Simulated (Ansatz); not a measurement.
The same group exchange along the group B, Al, In.

Isolated molecules relaxed with PBE0-D4/def2-TZVP in Ansatz; ΔE leaves out vibrations. CBS: MP2 limit from def2 TZ/QZ plus the TZ coupled-cluster correction, frozen cores. This one scheme is used for every species. Functionals use def2-TZVPP. def2 core potentials past Kr. For In outer-core shells are correlated without core-valence functions, which leaves a few kJ/mol of doubt a bond. One conformer a species, not always the lowest.

| reaction | B2PLYP (kcal/mol) |
| --- | --- |
| `OB(S)S` + ethane → `CCB(O)S` + H₂S | 14.9 |
| `[OH][Al]([SH])[SH]` + ethane → `C[CH2][Al]([OH])[SH]` + H₂S | 29.2 |
| `[OH][In]([SH])[SH]` + ethane → `C[CH2][In]([OH])[SH]` + H₂S | 27.0 |

Problem. Give the CCSD(T)/CBS values in the same order. (Best estimate.)

Solution. Ansatz gave: 13.8, 28.8, 25.6 kcal/mol.

Largest T1 diagnostic: 0.015, for `[OH][In]([SH])[SH]`.
